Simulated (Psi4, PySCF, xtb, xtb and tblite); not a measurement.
Torsional profile of SMILES [GeH3][CH2]Br (CH5BrGe). Scanned: dihedral H4–Ge1–C2–Br3; all other coordinates were relaxed at GFN2-xTB. Heavy atoms are numbered in the order of the SMILES [GeH3][CH2]Br, hydrogens after them in the order of the atoms that carry them; the mirror image has the same energies with the sign of each dihedral reversed.

- GFN1-xTB // GFN2-xTB (xtb)
- RKS-B3LYP/3-21G = restricted B3LYP/3-21G // GFN2-xTB in PySCF
- GFN2-xTB (xtb and tblite)
- MP2/cc-pVTZ = DF-MP2 (frozen core)/cc-pVTZ // GFN2-xTB run with Psi4 1.11

Energies relative to the lowest point of each profile, in kJ/mol; the last columns give the difference from MP2:

```
φ / °  GFN1-xTB  RKS-B3LYP/3-21G  GFN2-xTB  MP2/cc-pVTZ  GFN1-xTB − MP2/cc-pVTZ  RKS-B3LYP/3-21G − MP2/cc-pVTZ  GFN2-xTB − MP2/cc-pVTZ
-----  --------  ---------------  --------  -----------  ----------------------  -----------------------------  ----------------------
0          9.51             7.05      6.83         7.88                    1.63                          -0.83                   -1.05
10         8.88             6.57      6.38         7.34                    1.53                          -0.78                   -0.96
20         7.12             5.19      5.15         5.89                    1.23                          -0.70                   -0.74
30         4.74             3.38      3.45         3.91                    0.83                          -0.52                   -0.46
40         2.32             1.69      1.71         1.97                    0.36                          -0.27                   -0.25
50         0.57             0.50      0.43         0.54                    0.03                          -0.04                   -0.11
60         0.00             0.00      0.00         0.00                    0.00                           0.00                    0.00
70         0.74             0.35      0.53         0.49                    0.25                          -0.14                    0.04
80         2.53             1.46      1.83         1.88                    0.66                          -0.41                   -0.05
90         4.88             3.15      3.50         3.80                    1.07                          -0.65                   -0.30
100        7.17             5.00      5.15         5.78                    1.39                          -0.78                   -0.63
110        8.86             6.43      6.36         7.28                    1.58                          -0.84                   -0.92
```

GFN1-xTB is furthest from MP2/cc-pVTZ at 0 (1.63 kJ/mol, above); its mean absolute difference over the points is 0.88 kJ/mol.

RKS-B3LYP/3-21G is furthest from MP2/cc-pVTZ at 110 (-0.84 kJ/mol, below); its mean absolute difference over the points is 0.50 kJ/mol.

GFN2-xTB is furthest from MP2/cc-pVTZ at 0 (-1.05 kJ/mol, below); its mean absolute difference over the points is 0.46 kJ/mol.
